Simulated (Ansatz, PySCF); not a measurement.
C3H9ClOSi, SMILES CC[Si@](C)(O)Cl. Atoms are numbered in the order given.

```xyz
15

C      1.6247    -1.5202    -1.1747
C      0.8215    -0.2429    -1.4543
Si    -0.4369     0.1976    -0.1345
C     -1.7414    -1.1011     0.1330
O     -1.2368     1.6136    -0.4913
Cl     0.6391     0.4499     1.6544
H      0.9673    -2.4014    -1.0952
H      2.1793    -1.4371    -0.2271
H      2.3534    -1.7258    -1.9748
H      0.2712    -0.3282    -2.4093
H      1.5032     0.6183    -1.5741
H     -2.3199    -1.2595    -0.7915
H     -2.4365    -0.7885     0.9271
H     -1.2869    -2.0589     0.4292
H     -0.7057     2.4152    -0.5648
```

Geometry: B3LYP-D3(BJ)/def2-SVP. The structure was generated by enumeration; whether it is a known compound was not checked. The values are those of a single conformer.

Two levels are set side by side: PBE-D3(BJ)/def2-SVP (Ansatz, a first-principles code) and B3LYP-D3(BJ)/def2-SVP (Ansatz). Each level has its own optimised geometry; the coordinates shown are those of the second. Frequencies come from the Hessian of PySCF at each geometry. Differences are taken from unrounded values.

```tsv
quantity	B3LYP-D3(BJ)
mean bond length (Å)	1.344
bond C1–C2 (Å)	1.535
bond C2–Si3 (Å)	1.876
bond Si3–C4 (Å)	1.860
bond Si3–O5 (Å)	1.665
bond Si3–Cl6 (Å)	2.103
bond C1–H7 (Å)	1.102
bond C1–H8 (Å)	1.101
bond C1–H9 (Å)	1.102
bond C2–H10 (Å)	1.106
bond C2–H11 (Å)	1.105
bond C4–H12 (Å)	1.102
bond C4–H13 (Å)	1.101
bond C4–H14 (Å)	1.101
bond O5–H15 (Å)	0.964
highest harmonic wavenumber (cm⁻¹)	3874
mean harmonic wavenumber (cm⁻¹)	1331
zero-point energy (kcal/mol)	74.19
```

Task: What does PBE-D3(BJ) give, and how far is it from B3LYP-D3(BJ)? (An estimate is asked for; the answer gives what the named calculation found.)

Result: 
```json
[
 {"quantity": "mean bond length (Å)", "PBE-D3(BJ)": "1.352", "PBE-D3(BJ) minus B3LYP-D3(BJ)": "0.007"},
 {"quantity": "bond C1–C2 (Å)", "PBE-D3(BJ)": "1.535", "PBE-D3(BJ) minus B3LYP-D3(BJ)": "0.000"},
 {"quantity": "bond C2–Si3 (Å)", "PBE-D3(BJ)": "1.885", "PBE-D3(BJ) minus B3LYP-D3(BJ)": "0.009"},
 {"quantity": "bond Si3–C4 (Å)", "PBE-D3(BJ)": "1.866", "PBE-D3(BJ) minus B3LYP-D3(BJ)": "0.006"},
 {"quantity": "bond Si3–O5 (Å)", "PBE-D3(BJ)": "1.679", "PBE-D3(BJ) minus B3LYP-D3(BJ)": "0.014"},
 {"quantity": "bond Si3–Cl6 (Å)", "PBE-D3(BJ)": "2.108", "PBE-D3(BJ) minus B3LYP-D3(BJ)": "0.005"},
 {"quantity": "bond C1–H7 (Å)", "PBE-D3(BJ)": "1.110", "PBE-D3(BJ) minus B3LYP-D3(BJ)": "0.007"},
 {"quantity": "bond C1–H8 (Å)", "PBE-D3(BJ)": "1.109", "PBE-D3(BJ) minus B3LYP-D3(BJ)": "0.008"},
 {"quantity": "bond C1–H9 (Å)", "PBE-D3(BJ)": "1.109", "PBE-D3(BJ) minus B3LYP-D3(BJ)": "0.008"},
 {"quantity": "bond C2–H10 (Å)", "PBE-D3(BJ)": "1.113", "PBE-D3(BJ) minus B3LYP-D3(BJ)": "0.008"},
 {"quantity": "bond C2–H11 (Å)", "PBE-D3(BJ)": "1.113", "PBE-D3(BJ) minus B3LYP-D3(BJ)": "0.008"},
 {"quantity": "bond C4–H12 (Å)", "PBE-D3(BJ)": "1.109", "PBE-D3(BJ) minus B3LYP-D3(BJ)": "0.007"},
 {"quantity": "bond C4–H13 (Å)", "PBE-D3(BJ)": "1.108", "PBE-D3(BJ) minus B3LYP-D3(BJ)": "0.007"},
 {"quantity": "bond C4–H14 (Å)", "PBE-D3(BJ)": "1.108", "PBE-D3(BJ) minus B3LYP-D3(BJ)": "0.007"},
 {"quantity": "bond O5–H15 (Å)", "PBE-D3(BJ)": "0.973", "PBE-D3(BJ) minus B3LYP-D3(BJ)": "0.009"},
 {"quantity": "highest harmonic wavenumber (cm⁻¹)", "PBE-D3(BJ)": "3764", "PBE-D3(BJ) minus B3LYP-D3(BJ)": "-110"},
 {"quantity": "mean harmonic wavenumber (cm⁻¹)", "PBE-D3(BJ)": "1298", "PBE-D3(BJ) minus B3LYP-D3(BJ)": "-33"},
 {"quantity": "zero-point energy (kcal/mol)", "PBE-D3(BJ)": "72.35", "PBE-D3(BJ) minus B3LYP-D3(BJ)": "-1.84"}
]
```

GGA bonds tend to be longer and softer than those of functionals with exact exchange. Differences between two approximate levels are no errors against the true value.
